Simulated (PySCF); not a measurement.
Species: C5H6ClF2O (doublet state).
Cartesian coordinates in Å at the GFN2-xTB level; atoms count from 1:
```
atom  x, y, z in Å
O1    -0.7786    2.4675   -0.5358
C2     0.2506    1.7581   -0.0890
C3     0.4921    0.4723    0.0074
C4     1.6911   -0.0444    0.7295
Cl5    2.9599   -0.5199   -0.4594
C6    -0.3728   -0.5764   -0.6866
C7    -1.4561   -1.0754    0.2581
F8    -0.9270   -1.8037    1.2731
F9    -2.3087   -1.9074   -0.3910
H10   -0.4807    3.2916   -0.9438
H11    2.1365    0.7139    1.3695
H12    1.4599   -0.9431    1.2988
H13   -0.8692   -0.1453   -1.5564
H14    0.2478   -1.4173   -1.0001
H15   -2.0493   -0.2625    0.7038
```

The hyperfine couplings belong to this conformer and change with its torsions.

The species is `O/[C]=C(/CCl)CC(F)F` [radical].

Method used: PySCF 2.14.0, UKS B3LYP, pcH-1 on C Cl F H O, non-relativistic, mean-field spin-orbit, GIAO. One conformer (not necessarily the lowest) at the GFN2-xTB geometry, without solvent, vibrations or thermal averaging. A GFN2-xTB geometry isn't a minimum of the functional, and hyperfine couplings can be far from their values at a DFT geometry. The frame is twisted about the C2–C3 bond at this geometry (dihedral O1–C2–C3–C6 = 13°); couplings at other torsion angles weren't computed. No stability test was run, so a lower SCF solution isn't excluded.

Give the principal g shifts and their parts.

```
                    Δg (ppm)     1     2     3
relativistic mass correction  -201  -201  -201
            gauge correction    44    19   -41
   orbital Zeeman/spin–orbit  -470   332  1191
                       total  -627   150   950
```

So g = 2.00169, 2.00247, 2.00327 and g_iso = 2.00248; the tensor is rhombic: the two nearest values differ by 49 % of g3 − g1. 

What are the electron Larmor frequencies g μB B/h along the three axes at 3350 mT?

93.8542, 93.8906, 93.9281 GHz for g1, g2 and g3, a range of 73.9 MHz.

Average each term over the three axes. Which is largest in size?

The orbital-Zeeman/spin–orbit term 351, the mass correction -201 and the gauge correction 7 ppm, for a total of 157 ppm. The orbital-Zeeman/spin–orbit term is the largest in size. The mass correction is the same along every axis, so the anisotropy comes from the other two: their spans along these axes are 85 (gauge) and 1662 ppm (orbital Zeeman/spin–orbit).

In a frozen sample, at which fields do the three g values resonate at 9.5, 34, 94 and 263 GHz (hyperfine left aside), and which band first spreads them over more than twice a line width of 1.0 mT?

```
band    GHz  B(g3) mT  B(g2) mT  B(g1) mT  spread mT
   X    9.5    338.82    338.96    339.09       0.27
   Q   34.0   1212.63   1213.11   1213.58       0.96
   W   94.0   3352.56   3353.90   3355.20       2.64
   J  263.0   9380.05   9383.79   9387.43       7.39
```

The spread grows in proportion to the frequency. W band is the first where it exceeds 2.0 mT.

The largest Mulliken spin populations are on C2 (+0.89), O1 (+0.11), C3 (-0.08) and C6 (+0.06). No atom but C2 exceeds +0.15.

The HOMO–LUMO gaps are 6.22 eV among the α and 4.36 eV among the β orbitals.
